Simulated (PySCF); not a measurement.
H5P, SMILES [H][P@TB7]([H])([H])([H])[H]. Atoms are numbered in the order given.

```xyz
6

P      0.0000     0.0000     0.0000
H      0.0000     0.0000     1.4812
H      0.0000     0.0000    -1.4812
H      1.4274     0.0000     0.0000
H     -0.7137     1.2362     0.0000
H     -0.7137    -1.2362     0.0000
```

Geometry optimised at PBE0-D3(BJ)/def2-TZVPD.

Calculation: PBE/pcJ-1 run with PySCF.

Isotropic couplings with Fermi-contact, spin-dipole and both spin-orbit terms, one fixed conformer, no vibrational averaging. Isotopes: 1H, 31P.

**Question.** Estimate the spin–spin coupling constants. (The exact figures need the calculation; the answer reports its results.)

**Answer.** 
```
pair   bonds apart  J (Hz)
-----  -----------  ------
P1–H2            1   285.3
P1–H3            1   285.3
P1–H4            1   413.7
P1–H5            1   413.7
P1–H6            1   413.7
H2–H3            2     2.4
H2–H4            2    55.4
H2–H5            2    55.4
H2–H6            2    55.4
H3–H4            2    55.4
H3–H5            2    55.4
H3–H6            2    55.4
H4–H5            2   -17.3
H4–H6            2   -17.3
H5–H6            2   -17.3
```
